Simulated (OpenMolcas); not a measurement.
Ru⁺.

- Program: OpenMolcas
- Basis: ANO-RCC-VTZP [7s6p4d2f1g]
- Scalar Hamiltonian: DKH2, point nucleus
- Active space: 7 electrons in 5 orbitals (4d)
- State averaging: 2S+1 = 4 even, 10 roots; 2S+1 = 2 even, 40 roots
- Spin-orbit coupling: RASSI with atomic mean-field integrals over the reference wave functions, term energies averaged over their components

Two sets of levels on these reference wave functions, in cm⁻¹ above 4d⁷ ⁴F_9/2: one from CASSCF and one from MS-CASPT2, IPEA 0.25 Eh, imaginary shift 0.1 Eh (closed shells correlated: 4s 4p).

```
               Level  Set 1  Set 2
          4d⁷ ⁴F_9/2    0.0    0.0
          4d⁷ ⁴F_7/2   1545   1524
          4d⁷ ⁴F_5/2   2550   2560
          4d⁷ ⁴F_3/2   3200   3230
          4d⁷ ⁴P_5/2   9630  12980
          4d⁷ ⁴P_3/2   9680  13120
          4d⁷ ²G_9/2  11280  13380
          4d⁷ ⁴P_1/2  10690  14070
          4d⁷ ²G_7/2  12780  14900
   4d⁷ ²P_3/2 [60 %]  13760  17520
         4d⁷ ²H_11/2  15350  17710
          4d⁷ ²P_1/2  15210  19100
          4d⁷ ²H_9/2  16840  19180
       4d⁷ ²D_5/2(1)  15690  19320
4d⁷ ²D_3/2(1) [74 %]  18140  21850
          4d⁷ ²F_5/2  23440  29700
```

Task: Which set is which?

Result: Set 1 is MS-CASPT2. Its levels of the other terms of 4d⁷ lie at 0.74 to 0.88 of the other set's values, as expected, since terms of lower spin or lower L gain more correlation energy than the Hund ground term. Against 6 measured levels (NIST Handbook of Basic Atomic Spectroscopic Data) the mean absolute deviation is 680 cm-1 with it and 2400 cm-1 without; single levels miss by up to 1400 cm-1 with it.

Term energies are means over components that CASPT2 splits; among the terms shown or strongly mixed into the levels shown the widest spread is 930 cm-1 (4d⁷ ⁴F, MS-CASPT2). Configurations with an s electron lie low at this charge and mix in, so terms can be misplaced. Without dynamic correlation excited terms often stand tens of per cent too high (terms of higher spin than the ground term too low), and those without a measured partner can miss by more than the paired ones (holds for CASSCF). The CASPT2 spread within a term exceeds the gap to the next term for 4d⁷ ²H and 4d⁷ ²D(1), so the order of their levels is uncertain (holds for MS-CASPT2). Some terms miss by over 15 % even with CASPT2, which points to a basis or an active space too small for the shells correlated (holds for MS-CASPT2). Computed and measured levels are paired by configuration, term and J; levels that our copy of the source lacks, or whose pairing is in doubt (as where it misses far off the trend of its configuration), stay unpaired and out of the deviations. Levels of configurations outside the active space are missing. The table leaves out levels that lie high or whose names do not pair safely across all columns.

A share in square brackets marks a mixed level and gives the weight of the term that names it, the lowest over the columns. A number in round brackets counts repeated terms of one configuration in the order of the reference energies.
